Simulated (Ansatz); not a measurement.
CH6GeS, singlet: at the start structure of a reaction step.

Input (in.yaml):

```yaml
crystal:
  periodic: [false, false, false]
  atoms:
    - {symbol: Ge, position_ang: [-0.817685, -0.101735, -0.130663]}
    - {symbol: C, position_ang: [0.743786, 0.888387, 0.483450]}
    - {symbol: S, position_ang: [-0.225799, -1.686281, -1.584845]}
    - {symbol: H, position_ang: [0.508467, -2.375684, -0.696396]}
    - {symbol: H, position_ang: [-1.781050, 0.791384, -0.928509]}
    - {symbol: H, position_ang: [-1.559497, -0.747678, 1.054594]}
    - {symbol: H, position_ang: [0.440581, 1.685712, 1.164675]}
    - {symbol: H, position_ang: [1.428682, 0.220929, 1.007769]}
    - {symbol: H, position_ang: [1.262515, 1.324866, -0.370176]}
basis:
  gaussian: {orbitals: def2-SVP}
correlation: {method: ccsd_t}
```

Command:

```bash
ansatz run in.yaml --threads 4 --pin off --events-out ev --progress --plain --max-ram 9574MiB
```

The run's output (Ansatz 0.2.0):

```
Functional definition: HF
  name "HF"
  cite "Fock, Z. Phys. 61, 126 (1930) doi:10.1007/BF01340294"
  parent pbe
  exchange = exact_x
  correlation = 0
934 factors; integrals over basis functions are off by at most 1.2e-3 eV
mean field evaluation 1: about -68404.1086 eV, gradient 2.3e1 eV
mean field evaluation 2: about -68404.1121 eV, gradient 2.3e1 eV
mean field evaluation 4: about -68405.8126 eV, gradient 2.6e0 eV
mean field evaluation 8: about -68405.8367 eV, gradient 1.1e-4 eV
mean field evaluation 16: about -68405.8329 eV, gradient 1.5e-1 eV
mean field -68405.83674773 eV, -2513.8681333377 hartree, gradient 1.2e-6 eV, S^2 0.000000; 0 other end points of the search recorded, 0 dependent functions left out
15 core orbitals not correlated: weight in the atoms' cores, before any rotation towards them, 1.000 or more for the frozen orbitals, at most 0.000 for the correlated occupied ones
reference -68405.83674773 eV, -2513.8681333377 hartree; 15, 15 occupied and 64, 64 virtual orbitals, 934 factors
second order -13.99322047 eV of doubles, -0.00000000 eV of singles
cycle   1  -14.54586906 eV  change   -5.5e-1 eV  update   8.4e-2
cycle   2  -15.00450320 eV  change   -4.6e-1 eV  update   2.5e-2
cycle   3  -15.05392609 eV  change   -4.9e-2 eV  update   9.8e-3
cycle   4  -15.05427212 eV  change   -3.5e-4 eV  update   2.3e-3
cycle   5  -15.05400505 eV  change    2.7e-4 eV  update   6.2e-4
cycle   6  -15.05376232 eV  change    2.4e-4 eV  update   2.0e-4
cycle   7  -15.05376109 eV  change    1.2e-6 eV  update   5.6e-5
cycle   8  -15.05377068 eV  change   -9.6e-6 eV  update   1.8e-5
perturbative correction -0.42001037 eV, -0.0154350963 hartree
Total energy: -68421.31052878 eV, -2514.4367843027 hartree
```

Hardware: 4 CPU threads of an Arm Neoverse N1, shared host. Wall time about 4 s.
